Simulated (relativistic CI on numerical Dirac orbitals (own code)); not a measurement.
## Ni17+: q coefficients and field-shift factors

Calculated at this level of theory: Dirac-Coulomb-Breit CI, orbitals from a KLI potential per configuration, derivatives by finite differences, unscaled Slater integrals, QED left out (own radial code, finite nucleus).

Configurations in the expansion (outside the closed core [Ne]): 3s, 3p, 3d, 4s, 4p, 4d, 4f. Levels of other configurations are missing.

With x = (α/α₀)² − 1 an excitation energy changes as ω = ω₀ + qx; K = 2q/ω₀ is the relative enhancement. Terms are leading LS components, so labels can repeat. The field-shift factor is F = δν/δ⟨r²⟩ for the transition from the lowest level.

Lowest level 3s 2S_1/2.

| Level | ω₀ (cm⁻¹) | q (cm⁻¹) | F (GHz/fm²) |
| --- | --- | --- | --- |
| 3p 2P°_1/2 | 313682 | 8400 | -26.5 |
| 3p 2P°_3/2 | 344035 | 39450 | -26.6 |
| 3d 2D_3/2 | 767890 | 41070 | -25.7 |
| 3d 2D_5/2 | 772374 | 45540 | -25.7 |
| 4s 2S_1/2 | 2299114 | 26290 | -14.5 |
| 4p 2P°_1/2 | 2424494 | 29330 | -24.7 |
| 4p 2P°_3/2 | 2436386 | 41490 | -24.8 |
| 4d 2D_3/2 | 2592580 | 42060 | -24.4 |
| 4d 2D_5/2 | 2594624 | 44100 | -24.4 |
| 4f 2F°_5/2 | 2663057 | 43200 | -24.1 |
| 4f 2F°_7/2 | 2663834 | 43980 | -24.1 |

At this charge energies of transitions that change n are usually good to better than 1 %, and those within a shell (Δn = 0) to a few per cent.

(1) Which transition from the lowest level has the largest |K|?

Results:

(1) 3p 2P°_3/2 at 344035 cm⁻¹, K = 0.229.
